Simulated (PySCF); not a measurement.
Compound: C₆H₁₂B₂F₂.
Atom-mapped SMILES: `[BH2:1][C@H:2]1[CH2:3][CH2:4][C@H:5]([B:6]([F:7])[F:8])[CH2:9][CH2:10]1` (hydrogens: H11, H12 on B1; H13 on C2; H14, H15 on C3; H16, H17 on C4; H18 on C5; H19, H20 on C9; H21, H22 on C10)

Geometry (PBE0-D3(BJ)/def2-SVP, Å), atoms numbered from 1 in this order:
```xyz
22
C6H12B2F2 angstrom
B      2.9273   -0.0396   -0.7173
C      1.3917   -0.0207   -0.5018
C      0.7524   -1.2708    0.1083
C     -0.7683   -1.2552    0.0089
C     -1.3621    0.0293    0.6007
B     -2.9239    0.0316    0.5947
F     -3.6192   -1.0715    0.8121
F     -3.6310    1.1318    0.4002
C     -0.7417    1.2759   -0.0348
C      0.7786    1.2639    0.0637
H      3.5381    0.9951   -0.8752
H      3.5191   -1.0907   -0.8368
H      1.1565   -0.0376   -1.6042
H      1.1586   -2.1771   -0.3682
H      1.0390   -1.3296    1.1744
H     -1.0588   -1.3282   -1.0558
H     -1.1983   -2.1391    0.5056
H     -1.1022    0.0378    1.6829
H     -1.0337    1.3176   -1.1006
H     -1.1536    2.1867    0.4280
H      1.2044    2.1433   -0.4448
H      1.0693    1.3540    1.1266
```

Computed with PySCF at PBE0/pcSseg-1, non-relativistic, on one gas-phase PBE0-D3(BJ)/def2-SVP geometry that isn't relaxed in the solvent. The solvent is an IEF-PCM continuum (cavity from Bondi-type radii × 1.2). Specific hydrogen bonds and non-electrostatic terms are outside this model.

Gas phase at PBE0/pcSseg-1: HOMO -8.18 eV, LUMO -1.31 eV, dipole 1.06 D.

What does the continuum do to the energy, the frontier levels and the dipole at PBE0/pcSseg-1 in cyclohexane and dimethylsulfoxide?

| solvent | ε | E(solvent) − E(gas) (kcal/mol) | polarisation term (kcal/mol) | distortion of the solute (kcal/mol) | HOMO (eV) | LUMO (eV) | dipole (D) |
| --- | --- | --- | --- | --- | --- | --- | --- |
| cyclohexane | 2.017 | -1.11 | -1.15 | 0.04 | -8.07 | -1.20 | 1.10 |
| dimethylsulfoxide | 46.83 | -2.80 | -3.10 | 0.30 | -7.93 | -1.10 | 1.11 |

Polarisation term: ½ Σ q·V over the induced surface charges. Distortion: the rise of the solute's own energy as its density leaves the gas-phase optimum. From cyclohexane to dimethylsulfoxide the lowering changes by a factor 2.53, Onsager's factor (ε − 1)/(2ε + 1) by 2.40 and ε itself by 23.2.

Which radius a makes the point-dipole formula ΔE = −[(ε − 1)/(2ε + 1)]·μ²/a³ give the value in dimethylsulfoxide, with the gas-phase dipole?

μ = 0.416 au and |ΔE| = 0.00447 Eh give a = 1.41 Å; the farthest nucleus lies 3.86 Å from the centroid of the nuclei, so such a sphere wouldn't even hold the nuclei. The formula assumes a rigid point dipole at the centre of a sphere.

Give the dipole vector in the frame of the coordinates (D, pointing from negative to positive charge), gas and dimethylsulfoxide.

Gas (1.06, -0.01, 0.02), solvent (1.11, -0.02, 0.03). Its length changes by +5 % and its direction by less than 1°.
